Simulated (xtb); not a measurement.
xtb input (GFN1-xTB):

```bash
xtb mol.xyz --gfn 1 --sp --chrg 0 --uhf 0
```
mol.xyz:
```
16

C     -3.28980223     1.09353423    -0.29665468
C     -1.82635200     0.93642266    -0.67222996
Se    -1.23761152    -0.92559354    -0.37510839
C      0.66924887    -0.62600305    -0.67365297
Se     1.50359716     0.32321109     0.83679764
C      3.17975555     0.80602474    -0.07017464
H     -3.45312113     0.86814703     0.75805712
H     -3.61506317     2.12059125    -0.47650401
H     -3.92884513     0.43448493    -0.88722583
H     -1.65735380     1.16893613    -1.72301342
H     -1.18305029     1.56758690    -0.06188404
H      0.80727271    -0.04347924    -1.58200854
H      1.12389878    -1.60573270    -0.79323550
H      3.76847428     1.37818101     0.64414812
H      3.72710968    -0.08902384    -0.35689938
H      2.97006546     1.42144076    -0.94259582
```

Output:

```
           -------------------------------------------------
          |                Calculation Setup                |
           -------------------------------------------------

           -------------------------------------------------
          |                 G F N 1 - x T B                 |
           -------------------------------------------------

        Reference                      10.1021/acs.jctc.7b00118
      * Hamiltonian:
        H0-scaling (s, p, d)           1.850000    2.250000    2.000000
        zeta-weighting                 0.000000
      * Dispersion:
        s8                             2.400000
        a1                             0.630000
        a2                             5.000000
        s9                             0.000000
      * Repulsion:
        kExp                           1.500000
        rExp                           1.000000
      * Coulomb:
        alpha                          2.000000
        third order                    atomic
        anisotropic                    false
      * Halogen bond correction:
        rad-scale                      1.300000
        damping                        0.440000

          ...................................................
          :                      SETUP                      :
          :.................................................:
          :  # basis functions                  56          :
          :  # atomic orbitals                  54          :
          :  # shells                           34          :
          :  # electrons                        38          :
          :  # halogen bonds                     0          :
          :  max. iterations                   250          :
          :  Hamiltonian                  GFN1-xTB          :
          :  restarted?                      false          :
          :  GBSA solvation                  false          :
          :  PC potential                    false          :
          :  electronic temp.          300.0000000     K    :
          :  accuracy                    1.0000000          :
          :  -> integral cutoff          0.2500000E+02      :
          :  -> integral neglect         0.1000000E-07      :
          :  -> SCF convergence          0.1000000E-05 Eh   :
          :  -> wf. convergence          0.2000000E-04 e    :
          :  Broyden damping             0.4000000          :
          :  net charge                          0          :
          :  unpaired electrons                  0          :
          ...................................................

 iter      E             dE          RMSdq      gap      omega  full diag
   1    -20.6955009 -0.206955E+02  0.708E+00    4.24       0.0  T
   2    -20.7153178 -0.198169E-01  0.418E+00    4.45       1.0  T
   3    -20.7124911  0.282662E-02  0.936E-01    4.23       1.0  T
   4    -20.7180426 -0.555147E-02  0.216E-01    4.40       1.0  T
   5    -20.7182733 -0.230684E-03  0.125E-02    4.41       2.0  T
   6    -20.7182760 -0.274310E-05  0.400E-03    4.40       6.2  T
   7    -20.7182762 -0.196687E-06  0.119E-03    4.40      21.0  T
   8    -20.7182762 -0.922755E-08  0.444E-04    4.40      56.3  T
   9    -20.7182762 -0.118589E-08  0.983E-05    4.40     254.3  T
  10    -20.7182762 -0.304254E-10  0.273E-05    4.40     916.4  T

   *** convergence criteria satisfied after 10 iterations ***

         #    Occupation            Energy/Eh            Energy/eV
      -------------------------------------------------------------
         1        2.0000           -0.8791410             -23.9226
       ...           ...                  ...                  ...
        13        2.0000           -0.4909611             -13.3597
        14        2.0000           -0.4814722             -13.1015
        15        2.0000           -0.4616173             -12.5612
        16        2.0000           -0.4510017             -12.2724
        17        2.0000           -0.4432000             -12.0601
        18        2.0000           -0.3748178             -10.1993
        19        2.0000           -0.3713408             -10.1047 (HOMO)
        20                         -0.2095485              -5.7021 (LUMO)
        21                         -0.2017619              -5.4902
        22                         -0.1823251              -4.9613
        23                         -0.1626416              -4.4257
        24                         -0.1207782              -3.2865
       ...                                ...                  ...
        54                          0.4790143              13.0346
      -------------------------------------------------------------
                  HL-Gap            0.1617922 Eh            4.4026 eV
             Fermi-level           -0.2904447 Eh           -7.9034 eV

 SCC (total)                   0 d,  0 h,  0 min,  0.013 sec
 SCC setup                      ...        0 min,  0.000 sec (  0.647%)
 Dispersion                     ...        0 min,  0.000 sec (  0.338%)
 classical contributions        ...        0 min,  0.000 sec (  0.133%)
 integral evaluation            ...        0 min,  0.003 sec ( 24.840%)
 iterations                     ...        0 min,  0.003 sec ( 23.598%)
 molecular gradient             ...        0 min,  0.006 sec ( 49.471%)
 printout                       ...        0 min,  0.000 sec (  0.922%)

         :::::::::::::::::::::::::::::::::::::::::::::::::::::
         ::                     SUMMARY                     ::
         :::::::::::::::::::::::::::::::::::::::::::::::::::::
         :: total energy             -20.528124705557 Eh    ::
         :: gradient norm              0.015161578790 Eh/a0 ::
         :: HOMO-LUMO gap              4.402590539650 eV    ::
         ::.................................................::
         :: SCC energy               -20.718276245965 Eh    ::
         :: -> electrostatic           0.000548977571 Eh    ::
         :: repulsion energy           0.196831870761 Eh    ::
         :: dispersion energy         -0.006680330353 Eh    ::
         :: halogen bond corr.         0.000000000000 Eh    ::
         :: add. restraining           0.000000000000 Eh    ::
         :: total charge               0.000000000000 e     ::
         :::::::::::::::::::::::::::::::::::::::::::::::::::::

           -------------------------------------------------
          |                Property Printout                |
           -------------------------------------------------

    * Orbital Energies and Occupations

         #    Occupation            Energy/Eh            Energy/eV
      -------------------------------------------------------------
         1        2.0000           -0.8791410             -23.9226
       ...           ...                  ...                  ...
         7        2.0000           -0.5469706             -14.8838
         8        2.0000           -0.5334629             -14.5163
         9        2.0000           -0.5272642             -14.3476
        10        2.0000           -0.5178963             -14.0927
        11        2.0000           -0.5138819             -13.9834
        12        2.0000           -0.5023806             -13.6705
        13        2.0000           -0.4909611             -13.3597
        14        2.0000           -0.4814722             -13.1015
        15        2.0000           -0.4616173             -12.5612
        16        2.0000           -0.4510017             -12.2724
        17        2.0000           -0.4432000             -12.0601
        18        2.0000           -0.3748178             -10.1993
        19        2.0000           -0.3713408             -10.1047 (HOMO)
        20                         -0.2095485              -5.7021 (LUMO)
        21                         -0.2017619              -5.4902
        22                         -0.1823251              -4.9613
        23                         -0.1626416              -4.4257
        24                         -0.1207782              -3.2865
        25                         -0.1071525              -2.9158
        26                         -0.0927593              -2.5241
        27                         -0.0838767              -2.2824
        28                         -0.0742841              -2.0214
        29                         -0.0697778              -1.8988
        30                         -0.0585931              -1.5944
       ...                                ...                  ...
        54                          0.4790143              13.0346
      -------------------------------------------------------------
                  HL-Gap            0.1617922 Eh            4.4026 eV
             Fermi-level           -0.2904447 Eh           -7.9034 eV

  Mulliken/CM5 charges         n(s)   n(p)   n(d)
     1C    -0.08173 -0.23157   1.005  3.077  0.000
     2C    -0.04597 -0.15661   1.054  2.992  0.000
     3Se    0.03073  0.02303   1.958  4.069 -0.057
     4C    -0.06088 -0.16730   1.085  2.976  0.000
     5Se    0.02614  0.01655   1.959  4.067 -0.052
     6C    -0.09490 -0.24399   1.032  3.063  0.000
     7H     0.02608  0.07804   0.974  0.000  0.000
     8H     0.02988  0.08096   0.970  0.000  0.000
     9H     0.02652  0.07837   0.973  0.000  0.000
    10H     0.01779  0.07292   0.982  0.000  0.000
    11H     0.01608  0.07243   0.984  0.000  0.000
    12H     0.01920  0.07518   0.981  0.000  0.000
    13H     0.01844  0.07414   0.982  0.000  0.000
    14H     0.02758  0.07939   0.972  0.000  0.000
    15H     0.02239  0.07410   0.978  0.000  0.000
    16H     0.02264  0.07436   0.977  0.000  0.000

Wiberg/Mayer (AO) data.
largest (>0.10) Wiberg bond orders for each atom

 ---------------------------------------------------------------------------
     #   Z sym  total        # sym  WBO       # sym  WBO       # sym  WBO
 ---------------------------------------------------------------------------
     1   6 C    3.997 --     2 C    1.035     7 H    0.989     9 H    0.989
                             8 H    0.982
     2   6 C    3.992 --     1 C    1.035    10 H    0.996    11 H    0.994
                             3 Se   0.948
     3  34 Se   1.970 --     4 C    0.977     2 C    0.948
     4   6 C    3.984 --    12 H    1.006    13 H    1.003     3 Se   0.977
                             5 Se   0.964
     5  34 Se   1.969 --     6 C    0.967     4 C    0.964
     6   6 C    3.993 --    15 H    1.002    16 H    1.001    14 H    0.997
                             5 Se   0.967
     7   1 H    1.008 --     1 C    0.989
     8   1 H    1.007 --     1 C    0.982
     9   1 H    1.006 --     1 C    0.989
    10   1 H    1.013 --     2 C    0.996
    11   1 H    1.022 --     2 C    0.994
    12   1 H    1.012 --     4 C    1.006
    13   1 H    1.017 --     4 C    1.003
    14   1 H    1.006 --     6 C    0.997
    15   1 H    1.010 --     6 C    1.002
    16   1 H    1.010 --     6 C    1.001
 ---------------------------------------------------------------------------

Topologies differ in total number of bonds
Writing topology from bond orders to xtbtopo.mol

 dipole moment from electron density (au)
     X       Y       Z
   0.0795   0.1458  -0.2468  total (Debye):    0.756

           -------------------------------------------------
          | TOTAL ENERGY              -20.528124705557 Eh   |
          | GRADIENT NORM               0.015161578790 Eh/α |
          | HOMO-LUMO GAP               4.402590539650 eV   |
           -------------------------------------------------

------------------------------------------------------------------------
------------------------------------------------------------------------
 total:
Note: The following floating-point exceptions are signalling: IEEE_DENORMAL
normal termination of xtb
 SCF:
```
